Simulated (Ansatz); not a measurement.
Species: ethoxy(difluoro)borane, C₂H₅BF₂O, net charge 0, singlet state. 
Structure (B3LYP-D3(BJ)/def2-TZVP (Ansatz, a first-principles code) minimum search):
```xyz
11

C     -2.1692    -0.4595     0.6482
C     -0.9372    -1.1809     0.1432
O      0.2590    -0.5035     0.5666
B      0.8685     0.4175    -0.1909
F      1.9553     1.0256     0.2649
F      0.4328     0.7602    -1.4053
H     -2.2434     0.5374     0.2107
H     -3.0665    -1.0184     0.3753
H     -2.1395    -0.3622     1.7340
H     -0.8720    -2.1847     0.5621
H     -0.9482    -1.2614    -0.9453
```

Quantity: vertical triplet-singlet gap (E(triplet) - E(singlet); each state is the SCF solution reached for its spin; for the triplet T1 is 0.048), in kJ/mol. Cores are frozen in the correlated levels unless marked. Open shells are spin-unrestricted. No spin-orbit coupling. Non-relativistic. Basis-set limits of correlation are two-point, X^-3; Hartree-Fock from the larger set. [CCSD(T)-MP2]/basis is that difference in the basis named.

```tsv
level	program	vertical triplet-singlet gap (kJ/mol)
HF/aug-cc-pVDZ	Ansatz	779.3
```

### Question
What does RI-MP2/CBS(aug-cc-pVTZ,aug-cc-pVQZ)+[CCSD(T)-MP2]/aug-cc-pVTZ (Ansatz) give?

### Answer
838.2 kJ/mol, so HF/aug-cc-pVDZ differs from it by -58.9 kJ/mol.
